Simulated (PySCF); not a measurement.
Series: H2E=E'H2. Isolated molecules, 0 K electronic values unless said otherwise. One relaxed conformer stands for each flexible species; it need not be the lowest. Strings in code marks are SMILES.

The T1 excitation (TDA) from two functionals at the same geometries (CAM-B3LYP-D3(BJ)/def2-TZVP), both in PySCF: PBE-D3(BJ)/def2-TZVP and TPSSh-D3(BJ)/def2-TZVP. Excitations are Tamm–Dancoff values on a coarser integration grid. The basis has no diffuse functions, so Rydberg states are missing or too high.

```
species         PBE-D3(BJ)/def2-TZVP (eV)
--------------  -------------------------
`C=[SiH2]`                           2.72
`NB`                                 5.80
`[NH2][AlH2]`                        4.43
`[NH2][GaH2]`                        4.16
`C=[NH2+]`                           5.77
`[CH2]=[SnH2]`                       2.12
```

What does TPSSh-D3(BJ)/def2-TZVP give for each?


- `C=[SiH2]`: 2.71
- `NB`: 6.03
- `[NH2][AlH2]`: 4.80
- `[NH2][GaH2]`: 4.47
- `C=[NH2+]`: 5.70
- `[CH2]=[SnH2]`: 2.02
Over these rows, drawn at random from the members with no instability flagged (it was tested for open shells, ions and some series alone), PBE minus TPSSh-D3(BJ): mean -0.12 eV, from -0.37 eV to +0.11 eV.
